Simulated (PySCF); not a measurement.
**Working out the ionisation energy of Mn**

Mn [Ar] 3d5 4s2 (6S) → Mn+ [Ar] 3d5 4s1 (7S). Computed with PySCF 2.14 in 6-31G* (5s4p2d1f, 34 functions), with no relativity, point nucleus. Frozen: [Ar]. Energies in hartree (1 hartree = 27.21139 eV):

```json
{"part": "UHF", "Mn (lower)": "-1149.719504", "Mn+ (upper)": "-1149.501429"}
{"part": "MP2 opposite-spin", "Mn (lower)": "-0.023956", "Mn+ (upper)": "0.000000"}
{"part": "MP2 same-spin", "Mn (lower)": "-0.046850", "Mn+ (upper)": "-0.047057"}
```

Task: What does Hartree-Fock give?

Result: (-1149.501429) − (-1149.719504) = 0.218075 hartree = 5.934 eV.

Task: What do MP2 and SCS-MP2 (6/5 opposite-spin, 1/3 same-spin) give?

Result: The opposite-spin parts differ by 0.652 eV and the same-spin parts by -0.006 eV. MP2: 5.934 + (0.652) + (-0.006) = 6.580 eV. SCS-MP2: 5.934 + 1.2 × (0.652) + (-0.006)/3 = 6.714 eV.

Measured between the centres of the two terms (NIST): 7.434 eV, so MP2 (valence) is off by -0.854 eV.

The calculation is non-relativistic.

What remains against the reference includes basis incompleteness, the frozen core and correlation beyond second order.
